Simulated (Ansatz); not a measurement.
Input file for Ansatz (a quantum-chemistry and plane-wave program): R-PBE/def2-TZVPP on CH3F2In (SMILES [CH3][In]([F])[F]), a point of a torsion scan. Elements past Kr take the def2 small-core potentials; no spin–orbit coupling.

Ansatz 0.2 input:
```yaml
crystal:
  periodic: [false, false, false]
  atoms:
    - {symbol: C, position_ang: [-1.13852201, -0.10090142, 0.00001613]}
    - {symbol: In, position_ang: [1.07408222, 0.09666063, -0.04221425]}
    - {symbol: F, position_ang: [2.35532603, -1.17721856, 0.74683323]}
    - {symbol: F, position_ang: [2.04257825, 1.58474063, -0.89855817]}
    - {symbol: H, position_ang: [-1.46626701, 0.23241008, 0.97732484]}
    - {symbol: H, position_ang: [-1.35848614, -1.14877505, -0.16177545]}
    - {symbol: H, position_ang: [-1.51243366, 0.53342535, -0.79361064]}
basis:
  gaussian:
    orbitals: def2-TZVPP
hamiltonian:
  xc: {name: PBE}
scf: {lower_state_search: off}
```

Program output:

```
WARN ansatz: RAYON_NUM_THREADS=1 ignored (pool sized by the plan → 1); use --threads N
Functional definition: PBE
these checks for a lower state are left out or cut short: stability, starts, cluster_reference, orbital_swaps, neighbouring_geometries, increment
integrals: 0.08 GiB planned
1057 factors; their error is unknown
mean field: 0.61 GiB planned
mean field evaluation 1: about -11675.7238 eV, gradient 9.0e1 eV
mean field evaluation 2: about -11610.5799 eV, gradient 2.0e2 eV
mean field evaluation 4: about -11690.4146 eV, gradient 2.3e1 eV
mean field evaluation 8: about -11691.6604 eV, gradient 2.2e-1 eV
mean field evaluation 16: about -11691.6398 eV, gradient 9.0e-5 eV
mean field -11691.63983855 eV, -429.6598391885 hartree, gradient 1.7e-6 eV, S^2 0.000000; 0 other end points of the search recorded, 0 dependent functions left out
reference -11691.63990982 eV, -429.6598418078 hartree; 24, 24 occupied and 161, 161 virtual orbitals, 1057 factors
Total energy: -11691.63990982 eV, -429.6598418078 hartree
Checks for a lower state left out: stability, starts, cluster_reference, orbital_swaps, neighbouring_geometries, increment
```

Self-consistency was reached.

Cost: around 2.9 core-seconds (rough).
